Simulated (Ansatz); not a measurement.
Level of theory: Ansatz (a quantum-chemistry and plane-wave program) with PBE0-D4/def2-TZVP. No frequencies were computed at this level.

Ansatz 0.2 input:
```yaml
crystal:
  periodic: [false, false, false]
  atoms:
    - { symbol: C, position_ang: [1.101108, 0.090631, -0.000004] }
    - { symbol: N, position_ang: [-0.053531, -0.004407, 0.0] }
    - { symbol: H, position_ang: [-1.047578, -0.086224, 0.000004] }
basis:
  gaussian: { orbitals: def2-tzvp }
hamiltonian:
  xc: pbe0
  dispersion: d4
relax:
  max_steps: 150
```

Output:

```
Functional definition: PBE0
379 factors; their error is unknown
mean field evaluation 1: about -2536.3488 eV, gradient 4.1e1 eV
mean field evaluation 2: about -2534.8228 eV, gradient 4.8e1 eV
mean field evaluation 4: about -2539.4372 eV, gradient 1.2e0 eV
mean field evaluation 8: about -2539.4479 eV, gradient 2.7e-1 eV
mean field -2539.44798432 eV, -93.3229921242 hartree, gradient 2.5e-5 eV, S^2 0.000000; 0 other end points of the search recorded, 0 dependent functions left out
reference -2539.44800137 eV, -93.3229927505 hartree; 7, 7 occupied and 61, 61 virtual orbitals, 379 factors
relax step   1: F+E_penalty+E_count = -2539.46382640 eV  Δ(F+E_penalty+E_count) = +0.000e0 eV  max|allowed force component| = 5.905e-1 eV/Å  Δτ_max = 0.0000 Å  (24 SCF iters, accepted)
these checks for a lower state are left out or cut short: starts, cluster_reference, orbital_swaps, neighbouring_geometries, increment
379 factors; their error is unknown
mean field evaluation 16: about -2539.4414 eV, gradient 5.9e-1 eV
mean field -2539.44937037 eV, -93.3230430607 hartree, gradient 4.1e-6 eV, S^2 0.000000; 0 other end points of the search recorded, 0 dependent functions left out
reference -2539.44938742 eV, -93.3230436871 hartree; 7, 7 occupied and 61, 61 virtual orbitals, 379 factors
relax step   2: F+E_penalty+E_count = -2539.46521067 eV  Δ(F+E_penalty+E_count) = -1.384e-3 eV  max|allowed force component| = 5.501e-3 eV/Å  Δτ_max = 0.0031 Å  (30 SCF iters, accepted)
379 factors; their error is unknown
mean field evaluation 32: about -2534.7110 eV, gradient 4.9e1 eV
mean field -2539.44937037 eV, -93.3230430607 hartree, gradient 4.1e-6 eV, S^2 0.000000; 1 other end points of the search recorded, 0 dependent functions left out
reference -2539.44938742 eV, -93.3230436871 hartree; 7, 7 occupied and 61, 61 virtual orbitals, 379 factors
Total energy: -2539.46522772 eV, -93.3236258074 hartree
Atom 0 at     1.104221     0.090887    -0.000004 Å, force    -0.001835    -0.000151     0.000000 eV/Å
Atom 1 at    -0.055318    -0.004554     0.000000 Å, force     0.005501     0.000453    -0.000000 eV/Å
Atom 2 at    -1.048904    -0.086333     0.000004 Å, force    -0.003665    -0.000302     0.000000 eV/Å
Dipole moment:    -0.646106    -0.053180     0.000002 e Å
```

Cost: very roughly 2.8 core-seconds.
